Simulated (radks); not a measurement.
Re2+, configuration [Xe] 4f14 5d5. All-electron calculation, scalar-relativistic Kohn-Sham, exchange-only B88, spin-polarised, spherical densities, finite nucleus; open shells are filled with parallel spins first (spin-orbit coupling, left out, can overturn this in heavy ions); Fermi nuclear charge, rms radius 5.3698 fm. Program: a radial shooting solver on a logarithmic mesh with Libxc functionals. Some entries of the table are withheld. Estimate them.

orbital,occ.,eigenvalue (hartree),r(max) (bohr)
1s down,1,-2633.421,0.01124
1s up,1,-2633.420,0.01124
2s up,1,-457.0806,0.06453
2s down,1,-457.0715,0.06453
2p up,3,-399.0772,0.05302
2p down,3,-399.0700,0.05302
3s up,1,-106.2407,0.1820
3s down,1,-106.2383,0.1820
3p up,3,-89.13047,0.1803
3p down,3,-89.12763,0.1803
3d up,5,-69.70148,0.1468
3d down,5,-69.69559,0.1468
4s up,1,-22.60287,0.4126
4s down,1,-22.59464,0.4126
4p up,3,-16.98825,0.4329
4p down,3,-16.98050,0.4330
4d up,5,-9.93720,0.4431
4d down,5,-9.92781,0.4432
5s up,1,-3.72925,0.9399
5s down,1,-3.63988,0.9343
5p up,3,-2.33903,1.065
5p down,3,-2.21927,1.055
4f up,7,-2.11556,(1)
4f down,7,-2.09605,(2)
5d up,5,-0.80575,(3)
6s up,0,-0.75601,2.387
5d down,0,-0.64823,(4)
6p up,0,-0.50151,2.969

Answer. 
(1) 4f up r(max) (bohr): 0.4167
(2) 4f down r(max) (bohr): 0.4165
(3) 5d up r(max) (bohr): 1.421
(4) 5d down r(max) (bohr): 1.393
